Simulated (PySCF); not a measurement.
A side-by-side comparison of computed properties.

First species: Al(OH)3.
Structure used (PBE0-D3(BJ)/def2-SVP), in Å, numbered top down from 1:
```
atom  x, y, z in Å
Al1   -0.0005    0.0002    0.0052
O2     1.6035    0.2725    0.4821
H3     2.2914   -0.3902    0.4089
O4    -1.1510    1.2377    0.1408
H5    -0.9441    2.1182    0.4563
O6    -0.4539   -1.5139   -0.6066
H7    -1.3455   -1.7246   -0.8867
```

Second species: C2H13NO2Si3.
SMILES with atom numbers: `[CH3:1][O:2][SiH:3]([O:4][CH3:5])[N:6]([SiH3:7])[SiH3:8]` (hydrogens: H9, H10, H11 on C1; H12 on Si3; H13, H14, H15 on C5; H16, H17, H18 on Si7; H19, H20, H21 on Si8)

Levels: wB97X-D/def2-SVPD for HOMO energy, LUMO energy, HOMO–LUMO gap and static isotropic polarisability; TDDFT wB97X-D/def2-SVPD for lowest singlet excitation; TDA wB97X-D/def2-SVPD for lowest triplet excitation (Tamm–Dancoff). Geometries: PBE0-D3(BJ)/def2-SVP. All species are isolated and taken at one optimised geometry, non-relativistic unless stated; the electronic structure was computed with PySCF and density fitting.

The conformers computed, where there is a choice (atom-mapped SMILES and torsion angles):
- `[CH3:1][O:2][SiH:3]([O:4][CH3:5])[N:6]([SiH3:7])[SiH3:8]`: C1–O2–Si3–O4 173°, O2–Si3–O4–C5 162°, O2–Si3–N6–Si7 130°

Q: Which has the higher LUMO energy?

A: The second: 1.66 eV against 0.70 eV, a difference of 0.96 eV.

Q: Which has the higher HOMO–LUMO gap?

A: The first: 11.86 eV against 11.24 eV, a difference of 0.62 eV.

Q: Which of the two has the higher T1 energy, and by how much?

A: The first: 7.01 eV against 6.43 eV, a difference of 0.58 eV.

Q: Which has the higher static isotropic polarisability?

A: The second: 114.6 au against 34.5 au, a difference of 80.1 au.

Q: Which of the two has the higher HOMO energy, and by how much?

A: The second: -9.58 eV against -11.16 eV, a difference of 1.58 eV.

Q: Which of the two has the higher S1 energy, and by how much?

A: The first: 7.23 eV against 6.72 eV, a difference of 0.51 eV.

On the first: The vertical singlet–triplet gap S1 − T1 is 0.22 eV (TDDFT singlet less Tamm–Dancoff triplet). S1 lies 4.63 eV below the HOMO–LUMO gap.

On the second: The principal polarisabilities are 112.4, 114.1 and 117.3 au; their mean is the isotropic value. The vertical singlet–triplet gap S1 − T1 is 0.29 eV (TDDFT singlet less Tamm–Dancoff triplet; S1: HOMO→LUMO, weight 0.90; T1: HOMO→LUMO, weight 0.84).
